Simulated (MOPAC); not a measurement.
MOPAC input (AM1):

```
AM1 FORCE THERMO(298,298) PRECISE LET GEO-OK AUX(PRECISION=9) THREADS=1
HI

I     0.00000000 1    0.00000000 1   -0.01583761 1
H     0.00000000 1   -0.00000000 1    1.57146547 1
```

Task: Which zero-point energy does it print?

Result: 3.52 kcal/mol, from the harmonic wavenumbers of AM1.
